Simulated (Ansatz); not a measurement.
Consider the ligand exchange at a V–Cl bond: `[CH3][V](=[NH])([F])[Cl]` + H–F → `[CH3][V](=[NH])([F])[F]` + HCl.

Computed with Ansatz on PBE0-D4/def2-TZVP structures; ΔE is electronic, products minus reactants. CCSD(T)/CBS adds triple-zeta CCSD(T) − MP2 to the extrapolated MP2 energy (def2 sets, frozen cores). This one scheme is used for every species. DFT in def2-TZVPP. For V outer-core shells are correlated without core-valence functions, which leaves a few kJ/mol of doubt a bond. Scalar relativity is left out up to krypton. One conformer a species, not always the lowest.

```csv
level,ΔE (kJ/mol)
PBE0-D4,-3.0
BHLYP-D4,-4.9
PBE-QIDH,9.1
SCS-MP2/def2-QZVPP,17.2
```

**Question.** What does CCSD(T)/CBS give? (An estimate is asked.)

**Answer.** Ansatz gave: +4.1 kJ/mol. The listed levels differ from it by -7.1, -9.0, 5.0, 13.1 kJ/mol.

Largest T1 diagnostic among the species: 0.031, so the coupled-cluster value is less sure than usual.

From PBE to PBE0 (25 % exact exchange), in def2-TZVPP and without D4, ΔE moves by +6.1 kJ/mol. The D4 term adds +5.4 kJ/mol with B3LYP and +3.0 kJ/mol with PBE0; it sums over pairs of atoms, weighted by their polarisabilities, and B3LYP, whose exchange is more repulsive, gets the larger term.

B3LYP here is the variant with VWN-RPA as its local correlation; programs differ in this.
